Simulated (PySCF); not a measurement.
A thermochemical cycle for MgGe

PBE0 in PySCF with def2-SVPD on every atom, for the lowest determinant that a PBE0 search found; no spin–orbit coupling. MgGe, a triplet (π ↑↑), has De = 1.08 eV to neutral atoms, and MgGe⁺, a doublet (π ↑), has De = 1.87 eV to Mg⁺ + Ge.

The adiabatic ionisation energy of MgGe, between the minima, is 6.77 eV.

Question: Which ionisation energy of the Mg atom does this level give?

Answer: IE(Mg) = IE(molecule) + De(ion) − De(neutral) = 6.77 + 1.87 − 1.08 = 7.56 eV; the measured value is 7.646 eV (NIST ASD).

Spin–orbit coupling is left out. For an ion De counts to the pair picked by the measured ionisation energies or electron affinities, which need not be the lowest pair at this level. States were picked by a PBE0 search and need not be the measured ground states.
